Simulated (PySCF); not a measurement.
**How methods differ on the excitation energy of Al**

Al [Ne] 3s2 3p1 (2P) → Al [Ne] 3s2 3d1 (2D), as a difference of total energies. Computed with PySCF 2.14 in aug-cc-pCVTZ-DK, with scalar relativity by spin-free X2C-1e. Correlated levels: nothing frozen. The calculations carry no spin-orbit coupling.

| method | excitation energy (eV) |
| --- | --- |
| UHF | 4.398 |
| MP2 (all electrons) | 4.389 |
| SCS-MP2 (all electrons) | 4.398 |
| CCSD (all electrons) | 4.277 |
| CCSD(T) (all electrons) | 4.160 |

Task: How much does correlation contribute at CCSD(T) (all electrons)?

Result: 4.160 − (4.398) = -0.238 eV, measured against UHF.

Errors of the correlated levels include the incompleteness of this basis.

The promoted electron is Rydberg-like, and one or two diffuse shells describe it only roughly, which tends to raise the upper state.

The coupled-cluster amplitudes are large for the upper state (T1 above 0.03 or a double amplitude above 0.15), so a single reference is strained.

For comparison: 4.012 eV (measured; NIST levels, between the centres of gravity of the two terms).
